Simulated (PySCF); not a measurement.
A small calculation by hand: entropy of an ideal gas

Mo(S)2(SH)2 (H₂MoS₄), SMILES [S]=[Mo](=[S])([SH])[SH], multiplicity 1.

Geometry optimised at PBE-D3(BJ)/def2-SVP. The multiplicity is an assumed one; no other spin state was optimised. The structure was generated by enumeration; whether it is a known compound was not checked. The def2 effective core potentials stand for the cores of Mo; spin–orbit coupling is left out. Other conformers were not sampled.

PBE-D3(BJ)/def2-SVP run with PySCF gives the harmonic wavenumbers 118, 126, 127, 138, 164, 288, 305, 377, 401, 536, 541, 572, 607, 2583, 2583 cm⁻¹ and the rotational temperatures 0.0606, 0.0540, 0.0538 K. The molar mass is 226.21 g/mol, the symmetry number 2, the spin multiplicity 1.

Work out the entropy at 298.15 K and 1 atm in the rigid-rotor, harmonic-oscillator model.


Translation (Sackur–Tetrode at 1 atm): S = R[1.5 ln M + 2.5 ln T − 1.16487] = 176.4 J/(mol K).
Rotation: q = (√π/σ) T^1.5/√(θA θB θC) = 344000, S = R[ln q + 3/2] = 118.5 J/(mol K).
Vibration: with u = 1.4388 ν/T, each mode gives R[u/(e^u − 1) − ln(1 − e^−u)]:
```
ν (cm⁻¹)  modes     u  S (J/(mol K))
--------  -----  ----  -------------
118           1  0.57          13.11
126           1  0.61          12.58
127           1  0.61          12.51
138           1  0.67          11.85
164           1  0.79          10.47
288           1  1.39           6.22
305           1  1.47           5.81
377           1  1.82           4.40
401           1  1.94           4.01
536           1  2.59           2.40
541           1  2.61           2.36
572           1  2.76           2.09
607           1  2.93           1.83
```
The stiffer modes add less than 0.005 each. Sum 89.6 J/(mol K).
Spin: R ln 1 = 0.0 J/(mol K).
Total 384.5 J/(mol K); the program's own thermochemistry gives 384.4. Translation makes up 46 % and vibration 23 %. Anharmonicity, hindered rotation and orbital degeneracy are left out.
